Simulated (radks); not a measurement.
Spherical quantum dot in the effective-mass picture: electrons in a hard-walled sphere of radius 2.28, all in effective atomic units (hartree* = m*/eps^2 hartree, bohr* = eps/m* bohr), one dielectric constant everywhere. Method: non-relativistic Kohn-Sham, r2SCAN, spin-polarised, spherical densities, generalised Kohn-Sham scheme; computed with a radial shooting solver with Libxc functionals. Levels are named by radial order and angular momentum (1s, 1p, 1d, 2s, ...), and open shells are averaged over m. Results are scaled to m* = 0.604 and eps = 10, for which hartree* = 164.4 meV and bohr* = 0.8761 nm.

N = 2, configuration 1s2. This is the lowest configuration that the search found. Occupied and some empty levels:

level,occupation,eigenvalue (meV),<r> (nm)
1s,2,317.83,1.036
1p,0,474.71,1.200
1d,0,682.42,1.302
2s,0,807.40,0.9807

Energy (meV): total 430.565, kinetic 314.59, external 0, Hartree 248.14, exchange-correlation -132.16.

Electron density:

r (nm),n(r) (e/nm^3)
0.0439,0.3142
0.144,0.3110
0.244,0.3045
0.344,0.2947
0.444,0.2816
0.544,0.2652
0.644,0.2459
0.744,0.2239
0.845,0.1997
0.944,0.1739
1.04,0.1473
1.15,0.1206
1.24,0.09511
1.34,0.07151
1.44,0.05062
1.55,0.03294
1.65,0.01919
1.75,0.009313
1.85,0.003168
1.95,0.0003380
